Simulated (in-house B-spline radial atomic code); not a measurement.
Binding energies in I4+

NIST's tabulated ground configuration is [Kr] 4d10 5s2 5p1; each binding energy is the energy of the ion with one electron taken from that subshell, relaxed, less that of the parent. Method: Dirac-Hartree-Fock, average of configuration, Fermi nucleus of rms radius 4.75 fm. Calculated with a B-spline radial code for spherical atoms. Energies include first-order Breit, QED and recoil terms.

```
subshell  X-ray name  binding energy (eV)  -ε (eV)  relaxation (eV)
      2s          L1               5252.1   5298.3             34.0
      3s          M1               1132.5   1148.2             13.7
   3d3/2          M4                  688    703.8             15.3
   3d5/2          M5                676.5    691.8             15.1
      4s          N1                252.1    256.1              3.7
   4d3/2          N4                105.7    108.4              2.7
   4d5/2          N5                  104    106.6              2.6
      5s          O1                61.25    61.61             0.31
      5p        O2,3                49.53    49.74             0.19
```

Relaxation = -ε minus the binding energy without Breit, QED and recoil terms.

(1) What does it cost to remove both a 3s and a 3d3/2 electron?

(2) What does it cost to remove both a 2s and a 3d5/2 electron?

Results:

(1) 1870.5 eV, which is 50.07 eV more than the two single binding energies together.

(2) 5995.5 eV, which is 66.91 eV more than the two single binding energies together.
